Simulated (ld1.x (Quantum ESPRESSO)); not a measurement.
**Transferability test, TM potential for palladium (Pd)**

* Element: Pd (Z = 46)
* Generator: ld1.x (Quantum ESPRESSO) 7.5
* Type: norm-conserving Troullier–Martins (Kleinman–Bylander form)
* Functional: PBEsol
* Relativity: fully relativistic
* Frozen core: [Ar] 3d10
* Valence charge: 18
* Reference configuration: 4s2 4p6 4d9 5s0 5p0 (charge +1)
* Partial waves: 4s (bound): rc 1.45 bohr; 4d (bound): rc 1.10 bohr; 4f channel at 0.05 Ry: rc 1.45 bohr; 4p (bound): rc 1.70 bohr
* Local potential: the p channel
* Core correction: none

Open shells are filled in proportion to 2j + 1 (rel_dist='average').

Energies are relative to the spin-unpolarised reference configuration 4s2 4p6 4d9 5s0 5p0; without spin polarisation the order of configurations can differ from experiment. The p channel is local and has no spin–orbit splitting in the pseudo-atom.

```tsv
valence configuration	charge	ΔE all-electron (eV)	error AE − PS (meV)
4s2 4p6 4d10 5s0 5p0	0	-9.124	+3.7
4s2 4p6 4d8 5s0 5p0	+2	20.818	+11
4s2 4p6 4d7 5s0 5p0	+3	55.164	+54
4s1 4p6 4d10 5s0 5p0	+1	82.350	-71
4s2 4p6 4d9.5 5s0 5p0	+0.5	-5.886	+1.2
```

Q: What are ΔE and the potential's error for 4s2 4p6 4d9 5s0 5p1?

A: ΔE = -3.814 eV all-electron; the error (AE − PS) is +95 meV.

Q: What are ΔE and the potential's error for 4s2 4p6 4d8 5s1 5p0?

A: ΔE = 4.544 eV all-electron; the error (AE − PS) is +899 meV.

Levels in the configuration 4s2 4p6 4d8 5s1 5p0:

```tsv
level	all-electron (eV)	pseudo (eV)
4s j=1/2	-100.822	-100.326
4p j=1/2	-69.603	-66.086
4p j=3/2	-65.072	-66.086
4d j=3/2	-18.294	-17.924
4d j=5/2	-17.778	-17.415
5s j=1/2	-12.479	-13.169
```

ld1.x printed “convergence not achieved” for 4 of the counted tests; their residual had stalled under 1e-8, short of the target of 1e-14.

A Bessel basis up to 400 Ry misses an occupied level by 4.36 Ry, so cutoffs and ghosts were not judged. The potential misses its own reference levels by up to 3.0 eV, so it is not fit for use.
